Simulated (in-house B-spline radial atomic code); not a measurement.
The numbers below are computed, except where a source is named.
V in an electron gas of r_s = 1.65: phase shifts, screening and friction

A nucleus sits in a uniform electron gas with a rigid positive background. The Kohn-Sham equations are solved self-consistently in the spin-unpolarised LDA (PW92), non-relativistic, on B-splines with outgoing waves at the boundary and partial waves to l = 8. The model has no lattice, no bands and no magnetic solution. Atomic units; δ_l are the phase shifts at the Fermi level, counted so that each bound state adds π, and good to about 0.0005.

The density parameter is r_s = 1.65 bohr.

```
l  δ_l (rad)
0     8.3741
1     5.9276
2     1.8656
3     0.0625
4     0.0155
5     0.0036
6     0.0007
7    -0.0001
8    -0.0002
```

Bound levels below the band bottom (hartree): s -194.2, s -20.77, p -17.39, s -1.619, p -0.7291.

Q: Check the Friedel sum rule, and say where the screening charge sits.

A: k_F = (9π/4)^(1/3)/r_s = 1.16313. The rule is Z = (2/π) Σ (2l + 1) δ_l. The terms are s 5.331, p 11.321, d 5.938, f 0.279 and 0.117 beyond, in all 22.986 against Z = 23. Bound states hold 6 s, 12 p, 0 d electrons, so the scattering states carry 4.99 in all; where a term is smaller than its bound count, the bound level has drawn weight out of the band.

Q: Find the transport cross section and the electronic stopping of a 2 keV V ion (mass 50.94 u).

A: σ_tr = (4π/k_F²) Σ (l + 1) sin²(δ_l − δ_(l+1)). The terms for l = 0 to 3 are 0.4102, 1.2667, 2.8410, 0.0088, all together 4.5275, so σ_tr = 9.289 × 4.5275 = 42.055 bohr². With n = 3/(4π r_s³) = 0.05314, the friction coefficient is Q = n k_F σ_tr = 2.5996. For v well below v_F = 1.163, dE/dx = Q v; with 24801 eV per u at v = 1, v = √(2000/(24801 × 50.94)) = 0.0398, so dE/dx = 0.10343 hartree/bohr = 53.2 eV/nm. The largest term couples the d and f waves.
